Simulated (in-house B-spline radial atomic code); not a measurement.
A fraction x of an electron is added to 2p in O, starting from [He] 2s2 2p4 and keeping the highest spin. Method: non-relativistic SCAN, spin-polarised, spherical fractional occupations, point nucleus. Calculated with a radial B-spline atomic code at the basis-set limit.

```csv
x,E(x) - E(0) (eV),2p down level (eV)
0,0.0000,-6.784
0.1,-0.6218,-5.658
0.2,?,?
0.3,?,?
0.4,-1.8351,-2.487
0.5,-2.0346,-1.511
0.6,-2.1389,-0.584
```

Problem. What belongs in the row x = 0.2?

Solution. An energy change of -1.1326 eV; 2p down at -4.564 eV.

Problem. What belongs in the row x = 0.3?

Solution. An energy change of -1.5358 eV; 2p down at -3.506 eV.

Problem. Check Janak's theorem between x = 0.4 and 0.5.

Solution. The slope of the energy is -2.00 eV; the orbital levels give -2.00 eV (ε of the filling orbital, averaged over the two points).

Problem. Up to what added charge does this functional bind the extra electron?

Solution. The highest level rises by about 9.3 eV per electron near x = 0.6 and would reach zero near x = 0.66, so a whole extra electron isn't bound at the basis-set limit.
